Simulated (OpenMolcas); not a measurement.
**Computed transition rates of Cl+**

```
Program             : OpenMolcas 26.06
Method              : SS-RASPT2, IPEA 0.25 Eh, imaginary shift 0.1 Eh (closed shells correlated: 2s 2p)
Basis               : ANO-RCC-VQZP [6s5p3d2f1g]
Scalar Hamiltonian  : DKH2, point nucleus
Active space        : 6 electrons in 9 orbitals (RAS2 3s 3p; RAS3 3d, at most 2 electrons)
State averaging     : 2S+1 = 3 even, 3 roots; 2S+1 = 1 even, 6 roots; 2S+1 = 3 odd, 3 roots; 2S+1 = 1 odd, 3 roots
Spin-orbit coupling : RASSI with atomic mean-field integrals over the reference wave functions, term energies averaged over their components
```

Rates come from the transition moments of the reference wave functions (E1 and E2 in the length form). At fixed line strength A goes as λ^-3 for E1 and M1 and as λ^-5 for E2, so a rate at the computed wavelength can be rescaled to the measured one. Measured vacuum wavelengths follow from level energies in NIST Handbook of Basic Atomic Spectroscopic Data. Branching counts decays inside the model space alone, at computed energies, and the table is only a selection of the E2 and M1 lines, drawn from those between levels with measured partners whose computed energy lies within a factor of 1.5 of the measured one.

```csv
Upper,Lower,Type,λ computed (nm),λ measured (nm),A computed (s-1),A rescaled (s-1),Branching %
3s² 3p⁴ ¹S₀,3s² 3p⁴ ¹D₂,E2,618.1,616.4,1.96e+00,1.99e+00,64.0
3s² 3p⁴ ¹S₀,3s² 3p⁴ ³P₁,M1,366.3,367.9,1.09e+00,,35.6
3s² 3p⁴ ¹D₂,3s² 3p⁴ ³P₂,M1,851.2,858.1,8.90e-02,,77.6
3s² 3p⁴ ¹D₂,3s² 3p⁴ ³P₁,M1,899.1,912.6,2.52e-02,,22.0
3s² 3p⁴ ³P₁,3s² 3p⁴ ³P₂,M1,15980,14370,5.53e-03,7.60e-03,100.0
3s² 3p⁴ ³P₀,3s² 3p⁴ ³P₁,M1,35940,33280,1.17e-03,1.47e-03,100.0
```

Spin-changing lines and M1 lines between different terms are not rescaled, since their strength hangs on the term gaps too.

The largest correction is for 3s² 3p⁴ ³P₁ → 3s² 3p⁴ ³P₂ (M1): 5.53e-03 × (15980 / 14370)^3 = 7.60e-03 s-1, a factor of 1.38.

No measured rate stands beside these. Rescaling mends the energy factor alone: line strengths can still be far off where a level mixes with configurations outside the active space, and weak or spin-changing lines hang on small mixing coefficients that depend on the term gaps too, so rescaling need not improve them.

CASPT2 does not keep the components of a term degenerate, so their means are used; among the terms shown or strongly mixed into the levels shown the widest spread is 27 cm-1 (3s² 3p⁴ ¹D). The run also gave levels led by 3s² 3p³ 3d, which use shells meant for correlation; these and all levels above them are left out. Computed and measured levels are paired by configuration, term and J; levels that our copy of the source lacks, or whose pairing is in doubt (as where it misses far off the trend of its configuration), stay unpaired. Levels of configurations outside the active space are missing.
